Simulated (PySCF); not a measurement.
Radial density of Cu²⁶⁺ (copper, charge +26)

UHF, [He] 2s1, 2S determinant. Calculation: PySCF 2.14, in an uncontracted even-tempered set (19 s from 7 bohr⁻², ratio 2.2; 8 p from 11 bohr⁻², ratio 2.4; 5 d from 33 bohr⁻², ratio 2.4; 5 f from 49 bohr⁻², ratio 2.4; 4 g from 74 bohr⁻², ratio 2.4); scalar relativity by spin-free X2C-1e.

| r (bohr) | 4πr²ρ (e/bohr) | 4πr²(ρα − ρβ) |
| --- | --- | --- |
| 0.00114 | 0.3582 | 0.0206 |
| 0.00191 | 0.9015 | 0.0517 |
| 0.00321 | 2.206 | 0.1263 |
| 0.00540 | 5.156 | 0.2936 |
| 0.00909 | 11.12 | 0.6239 |
| 0.0153 | 20.86 | 1.1234 |
| 0.0257 | 30.81 | 1.4551 |
| 0.0432 | 30.14 | 0.8374 |
| 0.0727 | 14.91 | 0.0097 |
| 0.122 | 5.332 | 2.9011 |
| 0.206 | 5.173 | 5.1137 |
| 0.346 | 1.178 | 1.1776 |
| 0.582 | 0.01618 | 0.0162 |

Densities and radii are taken from the X2C orbitals without a picture-change correction, which distorts them close to the nucleus.
